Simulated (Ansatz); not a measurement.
**Nudged elastic band run: ClGaH$_{4}$S**

The input (input.yaml):

```yaml
crystal:
  periodic: [false, false, false]
  atoms:
    - { symbol: Ga, position_ang: [0.010084, -0.015239, 0.0267] }
    - { symbol: Cl, position_ang: [-0.440573, 0.431129, 2.133383] }
    - { symbol: H, position_ang: [1.504057, 0.227492, -0.365489] }
    - { symbol: H, position_ang: [-1.245233, -0.027836, -0.90654] }
    - { symbol: S, position_ang: [0.177782, -2.615469, 0.435425] }
    - { symbol: H, position_ang: [-1.105299, -2.736534, 0.843659] }
    - { symbol: H, position_ang: [0.621082, -2.411144, 1.697065] }
basis:
  gaussian: { orbitals: def2-SVP }
hamiltonian:
  xc: pbe0
neb:
  order_check: false
  images: 9
  f_tol: 0.05
  max_iterations: 60
  initial_path: linear
  final_atoms:
    - { symbol: Ga, position_ang: [0.09158741, -0.46893321, -0.25956817] }
    - { symbol: Cl, position_ang: [-0.03270123, -0.02735542, 2.4823057] }
    - { symbol: H, position_ang: [1.46967739, 0.21150933, -0.50921945] }
    - { symbol: H, position_ang: [-1.3391164, 0.00313146, -0.66307508] }
    - { symbol: S, position_ang: [0.27087712, -2.65012227, 0.34899251] }
    - { symbol: H, position_ang: [-1.05474134, -2.90868799, 0.30202244] }
    - { symbol: H, position_ang: [0.11631705, -1.3071429, 2.16274506] }
```

Run as:

```bash
$ ansatz run input.yaml --threads 2 --pin off --max-ram 3072MiB --backend cpu --events-out ev --progress --plain --runs-dir out
```

Output, in part (warnings, iteration lines, the closing report on the highest movable image, with atoms numbered from 0):

```
NEB end point (image 0): max|allowed force component| = 1.003e-2 eV/Å (the criterion of neb.relax_end_points is 1.000e-2)
NEB end point (image 10): max|allowed force component| = 2.186e-2 eV/Å (the criterion of neb.relax_end_points is 1.000e-2)
NEB iter   1: max|band force component| = 2.667e0 eV/Å  barrier→ = 1.2219 eV  barrier← = 0.6880 eV  Δτ_max = 0.2000 Å  (264 SCF iters)
NEB iter   2: max|band force component| = 1.669e0 eV/Å  barrier→ = 0.8775 eV  barrier← = 0.3436 eV  Δτ_max = 0.2000 Å  (235 SCF iters)
NEB iter   3: max|band force component| = 1.661e0 eV/Å  barrier→ = 0.6139 eV  barrier← = 0.0800 eV  Δτ_max = 0.1020 Å  (229 SCF iters)
NEB iter   4: max|band force component| = 8.498e-1 eV/Å  barrier→ = 0.6113 eV  barrier← = 0.0774 eV  Δτ_max = 0.0987 Å  (215 SCF iters)
NEB iter   5: max|band force component| = 2.676e-1 eV/Å  barrier→ = 0.5617 eV  barrier← = 0.0277 eV  CI = image 8  Δτ_max = 0.0724 Å  (219 SCF iters)
NEB iter   6: max|band force component| = 1.178e-1 eV/Å  barrier→ = 0.5597 eV  barrier← = 0.0258 eV  CI = image 8  Δτ_max = 0.0184 Å  (203 SCF iters)
NEB iter   7: max|band force component| = 4.378e-2 eV/Å  barrier→ = 0.5593 eV  barrier← = 0.0254 eV  CI = image 8  Δτ_max = 0.0000 Å  (416 SCF iters)
Total energy: -75773.23326959 eV, -2784.6149617152 hartree
Atom 0 at     0.092555    -0.362859    -0.158818 Å, force    -0.002846     0.019463    -0.001148 eV/Å
Atom 1 at     0.009991    -0.110914     2.373277 Å, force     0.000119     0.007313     0.012138 eV/Å
Atom 2 at     1.499134     0.197649    -0.514683 Å, force     0.004825    -0.002141    -0.001058 eV/Å
Atom 3 at    -1.335649     0.055282    -0.615826 Å, force    -0.006838    -0.000167    -0.006633 eV/Å
Atom 4 at     0.231677    -2.617234     0.460985 Å, force     0.009071    -0.029629    -0.005964 eV/Å
Atom 5 at    -1.100723    -2.841735     0.425196 Å, force    -0.003029     0.003506     0.002734 eV/Å
Atom 6 at     0.124916    -1.467791     1.894071 Å, force    -0.001302     0.001654    -0.000069 eV/Å
Dipole moment:    -0.190026    -0.080438    -0.091214 e Å
```

It converged. Another band between the same ends (9 images) ends at a top of the same energy, where a vibrational analysis finds 1 clearly imaginary mode. The orbitals stay closed-shell, which can raise the energy where a bond breaks towards radicals; this wasn't checked here.

Final band (atoms are numbered from 1 in the order of the input):

```
image  path coordinate (Å)  energy (eV)  Ga1–Cl2 (Å)  S5–H7 (Å)  Cl2–H7 (Å)
    0                 0.00         0.00         2.20       1.35        3.07
    1                 0.23         0.00         2.20       1.35        2.95
    2                 0.46         0.00         2.20       1.35        2.86
    3                 0.70         0.01         2.21       1.36        2.71
    4                 0.93         0.03         2.22       1.36        2.44
    5                 1.16         0.10         2.26       1.38        2.16
    6                 1.39         0.26         2.33       1.44        1.90
    7                 1.62         0.48         2.43       1.60        1.64
    8                 1.85         0.56         2.55       1.84        1.44
    9                 2.06         0.54         2.67       2.07        1.36
   10                 2.26         0.53         2.78       2.26        1.33
```

Run time: 120 s on 2 threads of Arm Neoverse V2, on a shared host, peak memory 0.19 GiB.
